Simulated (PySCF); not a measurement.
Bonds broken one at a time in the series Ga Br-H. All species are isolated molecules in the gas phase. Strings in code marks are SMILES.

Computed with PBE-D3(BJ)/def2-TZVP // TPSSh-D3(BJ)/def2-TZVP in PySCF 2.14.0. 

```tsv
species	dipole moment (D)
whole molecule (`[Br][Ga]([Br])[Br]`)	0.00
radical fragment (`[Br][Ga][Br]`)	1.38
whole molecule (`[Br][GaH][Br]`)	?
whole molecule (`[GaH2][Br]`)	1.71
radical fragment (`[GaH2]`)	0.22
whole molecule (`[GaH3]`)	0.00
```

Task: Complete the blanks.

Result: 
- whole molecule (`[Br][GaH][Br]`), dipole moment (D): 1.33
